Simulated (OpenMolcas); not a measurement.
## Co2+ in a ligand field

Co2+ with 6 ligands (fluoride) in octahedral coordination (Oh) at 2.06 Å. A charge of +0.667 e stands 2.8 Å behind each ligand. Ligand basis ANO-RCC-VDZP.
```
Co    0.0000    0.0000    0.0000
F     2.0600    0.0000    0.0000
F     0.0000    2.0600    0.0000
F    -2.0600    0.0000    0.0000
F     0.0000   -2.0600    0.0000
F     0.0000    0.0000    2.0600
F     0.0000    0.0000   -2.0600
```

```
Program             : OpenMolcas 26.06
Method              : SS-CASPT2, IPEA 0.25 Eh, imaginary shift 0.1 Eh (closed shells correlated: 3s 3p and the ligand valence shells)
Basis               : ANO-RCC-VDZP [5s4p2d1f]
Scalar Hamiltonian  : DKH2, point nucleus
Active space        : 7 electrons in 5 orbitals (3d)
State averaging     : 2S+1 = 4 even, 10 roots; 2S+1 = 2 even, 40 roots
Spin-orbit coupling : RASSI with atomic mean-field integrals over the reference wave functions
```

The lowest spin-free states (labels of O, the rotations of Oh), above the lowest:

| State | Degeneracy | E (cm-1) | Free-ion L (%) |
| --- | --- | --- | --- |
| 4T1 | 3 | 0 | F (99) |
| 4T2 | 3 | 6830 | F (100) |
| 2E | 2 | 13970 | G (64) |
| 4A2 | 1 | 14270 | F (100) |
| 2T1 | 3 | 17830 | G (77) |
| 2T2 | 3 | 17970 | G (89) |
| 4T1 | 3 | 20930 | P (99) |
| 2T1 | 3 | 21280 | P (67) |
| 2A1 | 1 | 21700 | G (100) |
| 2T2 | 3 | 25570 | H (71) |
| 2T1 | 3 | 27170 | H (83) |
| 2E | 2 | 28570 | H (73) |
| 2T2 | 3 | 30810 | D (72) |
| 2E | 2 | 31590 | D (63) |
| 2T1 | 3 | 32420 | H (64) |
| 2T2 | 3 | 40860 | F (97) |
| 2T1 | 3 | 42110 | F (96) |
| 2A2 | 1 | 42760 | F (100) |
| 2T2 | 3 | 62890 | D (97) |
| 2E | 2 | 63530 | D (100) |

The lowest levels with spin-orbit coupling:

```csv
E (cm-1),Degeneracy,Label,2S+1,g
0,2,Γ6,4,4.46 4.46 4.46
370,4,Γ8,4,
970,4,Γ8,4,
1060,2,Γ7,4,0.85 0.85 0.85
7390,2,Γ6,4,2.50 2.50 2.50
7440,4,Γ8,4,
7530,4,Γ8,4,
7740,2,Γ7,4,2.81 2.81 2.81
14600,4,Γ8,2,
14970,4,Γ8,4,
18140,4,Γ8,2,
18790,4,Γ8,2,
18790,2,Γ6,2,0.52 0.52 0.52
19020,2,Γ7,2,1.81 1.81 1.81
20920,4,Γ8,4 (50 %),
21340,2,Γ7,4,2.60 2.60 2.60
21350,4,Γ8,4,
21570,2,Γ6,2 (51 %),2.02 2.02 2.02
22190,2,Γ6,2 (71 %),2.14 2.14 2.14
22610,4,Γ8,2 (51 %),
```

Powder χT (cm3 K/mol): 1.89 at 2 K, 1.97 at 10 K, 2.36 at 50 K, 2.83 at 100 K, 3.41 at 200 K, 3.59 at 300 K. The effective moment at 300 K is 2.828 √(χT) = 5.36 μB.

The lowest level has 2S+1 = 4, for which the spin-only value is χT = S(S+1) / 2 = 1.875 cm3 K/mol (g = 2). The computed 3.591 at 300 K differs by +1.716, through orbital momentum, spin-orbit coupling and any other state in reach. With a threefold ground state the orbital momentum is unquenched, so the spin-only value is not expected to hold.

Roots that are degenerate in the reference are averaged as groups; the widest CASPT2 spread within a group is 100 cm-1 (the 2-fold group of multiplicity 2 near 28600 cm-1 above the lowest state of its run). Shifts and gaps below about the spread of the groups concerned are not significant. Over all roots computed the reference weight is 0.70 to 0.71; a low but even weight reflects the number of correlated electrons. An orbital triplet at a regular site is open to Jahn-Teller coupling, which can distort the site and quench the lowest spin-orbit gaps and is left out. A single d shell leaves out the double-shell effect, which counts most for late 3d ions, where the CASPT2 field can be off either way by tens of per cent. Ligand-to-metal charge-transfer states are missing. These CASPT2 states fit no ligand-field parameters well, so their order and spin gaps are uncertain. For late 3d ions with one d shell CASPT2 can put B and the spin-flip bands somewhat low as well as high. With one d shell and no ligand orbital active, 10Dq can be off by tens of per cent for divalent 3d ions, low with halides held by bare charges and at times high in hosts. Free-ion shares, where given, are those of the reference states; single-state CASPT2 does not remix them. No measured value stands beside these numbers; the geometry is a model, was not optimised and need not be the one that this ion takes.
